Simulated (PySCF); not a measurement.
# Spin-rotation constants: `C=C1C[C@](F)(OC)C1=C`, C$_{7}$H$_{9}$FO

Geometry (Å), atoms numbered from 1 in this order:
```xyz
18

C    -2.5167   -0.9531    0.8126
C    -1.3699   -0.5182    0.3178
C    -0.0959   -1.2067   -0.1184
C     0.4678    0.1902   -0.4858
F     0.6600    0.3069   -1.8656
O     1.5780    0.6624    0.1623
C     2.7808   -0.0347   -0.1196
C    -0.8415    0.8044   -0.0225
C    -1.2768    2.0521    0.0188
H    -3.3127   -0.2734    1.0617
H    -2.6955   -2.0008    0.9842
H     0.4453   -1.7062    0.6833
H    -0.1979   -1.8761   -0.9705
H     3.5545    0.4688    0.4546
H     2.7139   -1.0829    0.1878
H     3.0184    0.0155   -1.1853
H    -2.2607    2.2896    0.3864
H    -0.6598    2.8687   -0.3135
```

Theory: GIAO PBE0/pcSseg-1 magnetisability, rotational g tensor and spin-rotation constants, non-relativistic, gas phase in PySCF 2.14.0. Geometry: GFN2-xTB.

Q: Give the nuclear spin-rotation constants along the inertial axes (H = +C I·J) beside the isotropic shieldings.

A: Rotational constants 2.7522, 1.2588, 1.0906 GHz. A star marks the isotopologue with that one atom substituted, in its own axes.
```tsv
atom	isotope	Caa (kHz)	Cbb (kHz)	Ccc (kHz)	mean (kHz)	σ (ppm)
F5	19F	2.945	1.331	0.858	1.712	302.5
H10	1H	0.006	-0.013	-0.120	-0.042	25.8
H11	1H	-0.242	0.097	-0.127	-0.091	26.3
H12	1H	-0.278	-0.036	-0.044	-0.119	28.6
H13	1H	-0.313	-0.086	0.012	-0.129	28.7
H14	1H	-0.130	-0.124	-0.014	-0.089	28.1
H15	1H	-0.252	0.047	-0.119	-0.108	28.4
H16	1H	-0.179	-0.128	0.015	-0.097	27.9
H17	1H	0.200	-0.102	-0.122	-0.008	25.9
H18	1H	-0.024	0.008	-0.129	-0.048	25.9
C1	13C*	0.823	0.539	0.141	0.501	72.9
C2	13C*	1.034	0.617	0.166	0.606	39.1
C3	13C*	0.479	0.244	0.193	0.305	142.7
C4	13C*	0.892	0.372	0.273	0.513	69.9
O6	17O*	-0.392	-0.166	-0.083	-0.214	254.0
C7	13C*	0.447	0.237	0.242	0.309	134.7
C8	13C*	1.378	0.468	0.209	0.685	29.5
C9	13C*	1.166	0.407	0.128	0.567	71.1
```
For the geometry as given, no vibrational averaging.
